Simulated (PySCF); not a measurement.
Species: trifluoroacetic acid, C2HF3O2.
Z-matrix (Å and degrees, PBE0-D3(BJ)/def2-TZVP geometry), rows numbered from 1:
```
O 
C   1  1.1907
O   2  1.3276  1  126.52
C   2  1.5451  1  123.51  3  -179.93
F   4  1.3201  2  110.30  1    -0.87
F   4  1.3327  2  110.23  1   119.19
F   4  1.3320  2  110.38  1  -121.12
H   3  0.9684  2  107.74  1    -0.09
```

Computed with PySCF at wB97X-D/pcSseg-2, non-relativistic, on one gas-phase PBE0-D3(BJ)/def2-TZVP geometry that isn't relaxed in the solvent. The solvent is an IEF-PCM continuum (cavity from Bondi-type radii × 1.2). The model holds no explicit solvent molecules, cavitation or dispersion.

Gas phase at wB97X-D/pcSseg-2: HOMO -11.21 eV, LUMO 0.76 eV, dipole 2.24 D.

Question: What does the continuum do to the energy, the frontier levels and the dipole at wB97X-D/pcSseg-2 in chloroform?

Answer: 
```
   solvent      ε  E(solvent) − E(gas) (kJ/mol)  polarisation term (kJ/mol)  distortion of the solute (kJ/mol)  HOMO (eV)  LUMO (eV)  dipole (D)
chloroform  4.711                        -19.45                      -21.26                               1.81     -11.12       0.89        2.61
```

Polarisation term: ½ Σ q·V over the induced surface charges. Distortion: the rise of the solute's own energy as its density leaves the gas-phase optimum.

Question: Which radius a makes the point-dipole formula ΔE = −[(ε − 1)/(2ε + 1)]·μ²/a³ give the value in chloroform, with the gas-phase dipole?

Answer: μ = 0.881 au and |ΔE| = 0.00741 Eh give a = 1.77 Å; the farthest nucleus lies 2.29 Å from the centroid of the nuclei, so such a sphere wouldn't even hold the nuclei. The formula assumes a rigid point dipole at the centre of a sphere.

Note: wB97X-D ran without an empirical dispersion term, which enters the total energy and its gradient alone.
